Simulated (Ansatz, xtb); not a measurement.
## Relaxing a trial structure of CH2I2

The starting geometry of this gas-phase singlet has its atoms placed at random.

```xyz
5

C    -0.0439   -0.1565    0.7347
I    -1.1549   -0.2974   -1.6921
I    -0.1953    1.9392   -0.3468
H     1.2365   -0.1259    0.3737
H    -0.4366   -1.0763   -0.0348
```

**Question.** One run relaxed it with r2SCAN-D4/def2-SVP. What is a likely outcome?

**Answer.** It ends as `ICI`. Distances that change by over a tenth: C1–H4 (1.33 → 1.09 Å), C1–H5 (1.26 → 1.09 Å). Contacts that open: I2–I3 (2.78 → 3.65 Å), I2–H5 (1.97 → 2.69 Å). Contacts that close: C1–I2 (2.67 → 2.15 Å).

The energy falls by 5.74 eV over 10 steps:

| step | E − E(last) (eV) |
| --- | --- |
| 1 | 5.738 |
| 2 | 4.396 |
| 3 | 3.356 |
| 4 | 2.518 |
| 5 | 1.690 |
| 6 | 0.584 |
| 7 | 0.036 |
| 8 | 0.001 |
| 9 | 0.000 |
| 10 | 0.000 |

Final geometry (Å):

```yaml
atoms:
  - { symbol: C, position_ang: [-0.0397, -0.0733, -0.0489] }
  - { symbol: I, position_ang: [-0.7665, -0.7853, -1.9458] }
  - { symbol: I, position_ang: [-0.1721, 2.0495, 0.2821] }
  - { symbol: H, position_ang: [1.0184, -0.3467, 0.0168] }
  - { symbol: H, position_ang: [-0.6343, -0.5612, 0.7304] }
```

From the same start GFN2-xTB reaches the same bonding as this run.

From so rough a start the end depends on the optimiser's path, so another program may land elsewhere. The end wasn't checked by frequencies. Atoms past krypton carry core potentials, without spin–orbit terms. Run with Ansatz 0.2.0, 28 s on 1 thread of Arm Neoverse V2 (shared host).
